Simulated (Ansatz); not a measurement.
Species: sum formula CuOH, net charge 0, singlet state. SMILES: [Cu][OH]
Geometry: optimised at B3LYP-D3(BJ)/def2-TZVP (Ansatz, a program for electronic structure).

Quantity: atomisation energy (electronic, to ground-state atoms), in kcal/mol. Valence correlation only, unless marked. Open shells are spin-unrestricted. Spin-orbit coupling is left out. The frozen core is the preceding noble-gas configuration, with the filled d and f shells of earlier blocks. No relativistic terms. The coupled-cluster limit lacks core correlation, which all-electron functionals hold. CBS marks a two-point X^-3 extrapolation of the correlation energy; Hartree-Fock from the larger set. [CCSD(T)-MP2]/basis is that difference in the basis named. The program attaches cautions to a run behind HF/STO-3G: other amplitudes. The program attaches cautions to a run behind SCS-MP2/STO-3G: other amplitudes.

```
level                                                              program  atomisation energy (kcal/mol)
----------------------------------------------------------  --------------  -----------------------------
HF/STO-3G                                                           Ansatz                           11.4
HF/6-31G                                                            Ansatz                           55.8
PBE0/def2-SVP                                                       Ansatz                          172.4
PBE0-D3(BJ)/def2-TZVPD                                      Ansatz + dftd3                          172.7
BHLYP/def2-TZVPD                                                    Ansatz                          159.3
LC-wPBE-D3(BJ)/def2-TZVPD                                   Ansatz + dftd3                          178.7
RPA@PBE/def2-TZVPP                                                  Ansatz                          166.6
MP2/def2-TZVPPD                                                     Ansatz                          186.2
RI-MP2/def2-TZVPPD                                                  Ansatz                          186.2
SCS-MP2/STO-3G                                                      Ansatz                           57.3
CCSD/def2-TZVPP                                                     Ansatz                          168.5
CCSD(T)/6-31G                                                       Ansatz                          144.3
CCSD(T)/def2-QZVPPD                                                 Ansatz                          179.1
RI-MP2/CBS(def2-TZVPP,def2-QZVPP)+[CCSD(T)-MP2]/def2-TZVPP          Ansatz                          182.8
CCSD(T)/CBS(def2-TZVPPD,def2-QZVPPD)                                Ansatz                          180.4
```

The T1 diagnostic of CCSD in the largest basis is 0.039, which is high, so the coupled-cluster rows are less sure than usual.
